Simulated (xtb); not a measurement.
AlN (SMILES [N]=[Al]), triplet, from a rough starting geometry (GFN-xTB shapes and energies of metal compounds can be far from the true ones); GFN2-xTB in xtb 6.7.1.

xtb was given this input:
```
$ xtb mol.xyz --gfn 2 --uhf 2 --opt vtight --json

# file mol.xyz
2

Al     0.09480904    -0.01411577    -0.81712334
N     -0.00831064     0.02848562     0.87066755
```

### Question
Predict the main parts of the log of this xtb run.

### Answer

```
   ID    Z sym.   atoms
    1   13 Al     1
    2    7 N      2

           -------------------------------------------------
          |                Calculation Setup                |
           -------------------------------------------------

           -------------------------------------------------
          |                 G F N 2 - x T B                 |
           -------------------------------------------------

          ...................................................
          :                      SETUP                      :
          :.................................................:
          :  # basis functions                  14          :
          :  # atomic orbitals                  13          :
          :  # shells                            5          :
          :  # electrons                         8          :
          :  max. iterations                   250          :
          :  Hamiltonian                  GFN2-xTB          :
          :  restarted?                      false          :
          :  GBSA solvation                  false          :
          :  PC potential                    false          :
          :  electronic temp.          300.0000000     K    :
          :  accuracy                    1.0000000          :
          :  -> integral cutoff          0.2500000E+02      :
          :  -> integral neglect         0.1000000E-07      :
          :  -> SCF convergence          0.1000000E-05 Eh   :
          :  -> wf. convergence          0.1000000E-03 e    :
          :  Broyden damping             0.4000000          :
          :  net charge                          0          :
          :  unpaired electrons                  2          :
          ...................................................

 iter      E             dE          RMSdq      gap      omega  full diag
   1     -3.7075951 -0.370760E+01  0.411E+01    2.21       0.0  T
   2     -3.7105409 -0.294584E-02  0.198E+01    3.35       1.0  T
   3     -3.5099993  0.200542E+00  0.322E+01    1.41       1.0  T
   4     -3.8196257 -0.309626E+00  0.326E+00    3.06       1.0  T
   5     -3.8303192 -0.106935E-01  0.120E+00    3.14       1.0  T
   6     -3.8304815 -0.162296E-03  0.240E-01    3.07       1.0  T
   7     -3.8304301  0.514177E-04  0.318E-01    3.07       1.0  T
   8     -3.8305025 -0.723809E-04  0.137E-01    3.07       1.0  T
   9     -3.8305184 -0.158871E-04  0.167E-02    3.06       4.2  T
  10     -3.8305185 -0.966861E-07  0.623E-03    3.06      11.3  T
  11     -3.8305185 -0.223129E-07  0.252E-03    3.06      28.0  T
  12     -3.8305185 -0.233912E-08  0.134E-03    3.06      53.0  T
  13     -3.8305185 -0.912372E-09  0.125E-04    3.06     566.9  T
  14     -3.8305185 -0.322142E-11  0.955E-06    3.06    7406.2  T

   *** convergence criteria satisfied after 14 iterations ***

 transition dipole moment (au) for excitation:           4           5
     X       Y       Z
  -0.0909  -0.0137  -0.0052  total (au/Debye):    0.092   0.234
 dE (eV)             :    0.759
 oscillator strength :  0.22268E-03

         :::::::::::::::::::::::::::::::::::::::::::::::::::::
         ::                     SUMMARY                     ::
         :::::::::::::::::::::::::::::::::::::::::::::::::::::
         :: total energy              -3.802163989130 Eh    ::
         :: gradient norm              0.013876758501 Eh/a0 ::
         :: HOMO-LUMO gap              3.062184212788 eV    ::
         ::.................................................::
         :: SCC energy                -3.830518501969 Eh    ::
         :: -> isotropic ES            0.018600495104 Eh    ::
         :: -> anisotropic ES          0.006976444251 Eh    ::
         :: -> anisotropic XC         -0.003172569951 Eh    ::
         :: -> dispersion             -0.000619011278 Eh    ::
         :: repulsion energy           0.028354512838 Eh    ::
         :: add. restraining           0.000000000000 Eh    ::
[...]
 * total energy  :    -3.8021640 Eh     change       -0.5062617E-13 Eh
 * total energy  :    -3.8022790 Eh     change       -0.1149728E-03 Eh
 * total energy  :    -3.8023015 Eh     change       -0.2251369E-04 Eh
 * total energy  :    -3.8023015 Eh     change       -0.3716468E-07 Eh
   *** GEOMETRY OPTIMIZATION CONVERGED AFTER 4 ITERATIONS ***
         :: total energy              -3.802301512793 Eh    ::
[...]
         :: gradient norm              0.000118002957 Eh/a0 ::
         :: HOMO-LUMO gap              3.043744268598 eV    ::
         ::.................................................::
         :: SCC energy                -3.827887141830 Eh    ::
         :: -> isotropic ES            0.018588547953 Eh    ::
         :: -> anisotropic ES          0.007062522664 Eh    ::
         :: -> anisotropic XC         -0.003375260977 Eh    ::
         :: -> dispersion             -0.000619069377 Eh    ::
         :: repulsion energy           0.025585629037 Eh    ::
         :: add. restraining           0.000000000000 Eh    ::
         :: total charge              -0.000000000001 e     ::
         :::::::::::::::::::::::::::::::::::::::::::::::::::::

           -------------------------------------------------
          |                Property Printout                |
           -------------------------------------------------

    * Orbital Energies and Occupations

         #    Occupation            Energy/Eh            Energy/eV
      -------------------------------------------------------------
         1        2.0000           -0.5333569             -14.5134
         2        2.0000           -0.4118633             -11.2074
         3        1.5000           -0.3803394             -10.3496
         4        1.5000           -0.3803394             -10.3496
         5        1.0000           -0.3535863              -9.6216 (HOMO)
         6                         -0.2417308              -6.5778 (LUMO)
         7                         -0.2417308              -6.5778
         8                         -0.1840763              -5.0090
         9                         -0.1378350              -3.7507
        10                         -0.1378350              -3.7507
        11                         -0.0167215              -0.4550
        12                         -0.0167215              -0.4550
        13                          0.5674675              15.4416
      -------------------------------------------------------------
                  HL-Gap            0.1118555 Eh            3.0437 eV
             Fermi-level           -0.3389990 Eh           -9.2246 eV

     #   Z          covCN         q      C6AA      α(0)
     1  13 Al       0.785     0.331   365.484    49.848
     2   7 N        0.785    -0.331    29.289     7.898

 Mol. C6AA /au·bohr⁶  :        570.660995
 Mol. C8AA /au·bohr⁸  :      43762.152267
 Mol. α(0) /au        :         57.746240

Wiberg/Mayer (AO) data.
largest (>0.10) Wiberg bond orders for each atom

 ---------------------------------------------------------------------------
     #   Z sym  total        # sym  WBO       # sym  WBO       # sym  WBO
 ---------------------------------------------------------------------------
     1  13 Al   1.958 --     2 N    1.958
     2   7 N    1.958 --     1 Al   1.958
 ---------------------------------------------------------------------------

Topologies differ in total number of bonds
Writing topology from bond orders to xtbtopo.mol

molecular dipole:
                 x           y           z       tot (Debye)
 q only:        0.065      -0.027      -1.065
   full:        0.087      -0.036      -1.424       3.627
molecular quadrupole (traceless):
                xx          xy          yy          xz          yz          zz
 q only:        0.065      -0.002       0.048      -0.126      -0.024      -0.113
  q+dip:       -0.677      -0.006      -0.707      -0.309       0.026       1.383
   full:        1.861       0.006       1.855       0.159      -0.167      -3.716

optimized geometry written to: xtbopt.xyz

           -------------------------------------------------
          | TOTAL ENERGY               -3.802301512793 Eh   |
          | GRADIENT NORM               0.000118002957 Eh/α |
          | HOMO-LUMO GAP               3.043744268598 eV   |
           -------------------------------------------------
```
